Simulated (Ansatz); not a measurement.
```yaml
crystal:
  periodic: [false, false, false]
  atoms:
    - {symbol: Cl, position_ang: [-1.102366, -0.012065, -1.978226]}
    - {symbol: Nb, position_ang: [0.007044, -0.010660, -0.007665]}
    - {symbol: Cl, position_ang: [-1.918388, -0.694352, 1.076616]}
    - {symbol: Cl, position_ang: [1.066760, -1.880656, 0.695024]}
    - {symbol: Cl, position_ang: [1.932280, 0.672847, -1.092398]}
    - {symbol: D, position_ang: [0.056870, 1.860885, 1.260550]}
basis:
  gaussian: {orbitals: def2-TZVP}
hamiltonian: {xc: {name: r2SCAN}}
scf: {lower_state_search: light}
```

```sh
$ ansatz run in.yaml --threads 2 --pin off --events-out ev --progress --plain --max-ram 22528MiB --backend cpu
```

Shortened log:

```
Error: YAML parse error: error: line 9 column 16: `D` is not an element symbol (H … Og, case-exact)
 7 |     - {symbol: Cl, position_ang: [1.066760, -1.880656, 0.695024]}
 8 |     - {symbol: Cl, position_ang: [1.932280, 0.672847, -1.092398]}
 9 |     - {symbol: D, position_ang: [0.056870, 1.860885, 1.260550]}
10 | basis:
11 |   gaussian: {orbitals: def2-TZVP}
```

Question: Something in this input is off. What?

Answer: An element symbol is wrong. The input was rejected before any iteration.
